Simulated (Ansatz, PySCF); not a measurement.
Si(Me)2(OMe)2 (C₄H₁₂O₂Si), SMILES CO[Si](C)(C)OC.

Geometry optimised at B3LYP-D3(BJ)/def2-SVP. The isomer is the one that the SMILES or the coordinates give; other isomers of the formula were not compared. One conformer was computed; it need not be the lowest.

Vertical ionisation energy (IE) and electron affinity (EA) in eV. Rows of orbital energies are one-electron estimates. Where ΔSCF, EOM or ADC give a negative EA the extra electron is unbound and the value depends on the basis.

| level | IE | EA |
|---|---|---|
| −ε(HOMO), −ε(LUMO), PBE/def2-TZVP (PySCF) | 6.17 | -0.11 |
| ΔSCF, PBE0/def2-SVPD (Ansatz), final states of multiplicity 2 and 2 | 9.45 | -1.48 |

### Question
What vertical singlet–triplet gap does ΔSCF give with PBE0/def2-SVPD (Ansatz, a quantum-chemistry and plane-wave program)? (Estimate from the structure and the level; the computed values follow.)

### Answer
6.98 eV (triplet above singlet where positive).
